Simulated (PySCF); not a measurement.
A GIAO shielding run with PySCF (density fitting, non-relativistic, gas phase) on `F[C@H]1C[Si@H](C[SiH3])C1`, C$_{4}$H$_{11}$FSi$_{2}$:

```
$ OMP_NUM_THREADS=1 python probes_run.py task.json out

{"job": {"kind": "nmr", "xc": "PBE0", "basis": "pcSseg-1"}, "charge": 0, "multiplicity": 1}
F     -3.432199    -0.302258    -1.047902
C     -2.200786    -0.439716    -0.438557
C     -1.057246    -0.573667    -1.453179
Si    -0.067644     0.793061    -0.551121
C      1.377844     0.198961     0.519059
Si     2.894324    -0.413803    -0.452764
C     -1.777183     0.828320     0.313886
H     -2.292810    -1.312193     0.215880
H     -0.651512    -1.579532    -1.523295
H     -1.404001    -0.286650    -2.443161
H      0.263139     1.975752    -1.352525
H      1.038177    -0.596931     1.182160
H      1.687398     1.019844     1.164685
H      3.359600     0.653723    -1.338797
H      2.540411    -1.595562    -1.239853
H      3.958976    -0.765376     0.492076
H     -1.840455     0.737290     1.395060
H     -2.404793     1.665055     0.017171
```

Hardware: 1 thread of an Arm Neoverse N1, shared host. The job also computes population analyses, field gradients, ring-centre shieldings.

(1) How large is the calculation?

(2) How long does it take, and how much memory does it need?

Results:

(1) 72 electrons, 188 basis functions and 1021 auxiliary functions.

(2) 50 s of wall time, with 12 SCF cycles and 4 response iterations; peak memory 0.84 GiB. Times on a shared host scatter by some tens of per cent.
